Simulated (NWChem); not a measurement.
System meant: BiHCl2; SMILES [Cl][BiH][Cl]

The following NWChem deck was run.

```
start job
memory heap 200 mb stack 900 mb global 1100 mb
geometry units angstroms noautoz
  Bi    -0.407022     0.023941     0.000000
  H     -0.569807    -1.776061     0.000000
  Cl     1.168678     0.017887    -1.900166
  Cl     1.168678     0.017887     1.900166
end
basis spherical
  * library def2-svp
end
dft
  xc pbe0
  iterations 150
  mulliken
end
task dft energy
```

End of the output:

```
          Convergence Information
          -----------------------
          Convergence aids based upon iterative change in
          total energy or number of iterations.
          Levelshifting, if invoked, occurs when the
          HOMO/LUMO gap drops below (HL_TOL):  1.00D-02
          DIIS, if invoked, will attempt to extrapolate
          using up to (NFOCK): 10 stored Fock matrices.

                    Damping( 0%)  Levelshifting(0.5)       DIIS
                  --------------- ------------------- ---------------
          dE  on:    start            ASAP                start
          dE off:    2 iters        150 iters           150 iters

      Screening Tolerance Information
      -------------------------------
          Density screening/tol_rho:  1.00D-10
          AO Gaussian exp screening on grid/accAOfunc:  14
          CD Gaussian exp screening on grid/accCDfunc:  20
          XC Gaussian exp screening on grid/accXCfunc:  20
          Schwarz screening/accCoul:  1.00D-08

      Superposition of Atomic Density Guess
      -------------------------------------

      charge =      83.0 Bi (Bismuth)

      symmetry species            s     p     d     f
      number of basis functions =10     7     6     0
      number of cont. functions = 4     4     2     0
      number of closed shells   = 6     4     3     1
      number of open shells     = 0     1     0     0
      open shell occupation     = 0     3     0     0
 ------------------------------------------------------------------------
 atomscf:atomd: error in atom scf                   0
 ------------------------------------------------------------------------
 ------------------------------------------------------------------------
  current input line :
    17: task dft energy
 ------------------------------------------------------------------------
 ------------------------------------------------------------------------
 This error has not yet been assigned to a category
 ------------------------------------------------------------------------
 For more information see the NWChem manual at https://nwchemgit.github.io

0:atomscf:atomd: error in atom scf:Received an Error in Communication
```

### Question
What is wrong, and how is it mended?

### Answer
The program stopped with an error. Cause: the def2 basis of a heavy element holds valence functions alone and wants its effective core potential (without it all electrons must fit into that basis). This input runs:
```
start job
memory heap 200 mb stack 900 mb global 1100 mb
geometry units angstroms noautoz
  Bi    -0.407022     0.023941     0.000000
  H     -0.569807    -1.776061     0.000000
  Cl     1.168678     0.017887    -1.900166
  Cl     1.168678     0.017887     1.900166
end
basis spherical
  * library def2-svp
end
ecp
  Bi library def2-ecp
end
dft
  xc pbe0
  iterations 150
  mulliken
end
task dft energy
```
It converges to -1135.10249 Ha (PBE0/def2-SVP with def2 effective core potentials on Bi).
